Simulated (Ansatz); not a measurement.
`FC1=C(F)[C@@H](F)[C@@H]1F` + H₂ → `FC1=C(F)C(F)C1` + H–F at 298.15 K and 1 bar (hydrogenolysis of a C–F bond).

Computed with Ansatz on PBE0-D4/def2-TZVP structures; ΔE is electronic, products minus reactants. CCSD(T)/CBS is the MP2 limit (def2-TZVPP, def2-QZVPP) plus CCSD(T) − MP2 in def2-TZVPP, frozen cores. This one scheme is used for every species.

| species | CCSD(T)/CBS energy (Eh) | H − E (kJ/mol) | S (J/(mol·K)) |
| --- | --- | --- | --- |
| `FC1=C(F)[C@@H](F)[C@@H]1F` | -552.48991 | 170.1 | 338.9 |
| H₂ | -1.17544 | 35.1 | 130.4 |
| `FC1=C(F)C(F)C1` | -453.30902 | 188.2 | 325.4 |
| H–F | -100.39570 | 33.5 | 173.6 |

H − E and S are ideal-gas, rigid-rotor, harmonic terms from PBE0-D4/def2-TZVP, for one conformer and one mirror image of each species. For small species the MP2-based limit differs from directly extrapolated CCSD(T) by up to some mEh (0.8 for H₂); such offsets cancel only in part. 1 Eh = 2625.50 kJ/mol, R = 8.31446 J/(mol·K).

By hand: ΔE, ΔH, ΔS and ΔG.

ΔE = (-453.30902) + (-100.39570) − (-552.48991) − (-1.17544) = -0.03937 Eh = -103.4 kJ/mol. Δ(H − E) = 188.2 + 33.5 − 170.1 − 35.1 = 16.5, so ΔH = -86.9 kJ/mol. ΔS = 325.4 + 173.6 − 338.9 − 130.4 = 29.7 J/(mol·K). ΔG = -86.9 − 298.15 × (29.7)/1000 = -95.8 kJ/mol.

By hand: the equilibrium constant, and the temperature at which ΔG would vanish if ΔH and ΔS stayed fixed.

log₁₀ K = −ΔG/(RT ln 10) = 16.8. ΔH and −TΔS have one sign here, so there is no such temperature.

ΔH outweighs TΔS. A doubt of 5 kJ/mol in ΔE shifts log₁₀ K by 0.9 here. Other conformers and mirror images would add mixing entropy, several J/(mol·K) or more a flexible species. These are equilibria of isolated gas molecules and say nothing of rates. Largest T1 diagnostic: 0.012 (customary marks: 0.02 for closed shells, 0.045 for open ones).
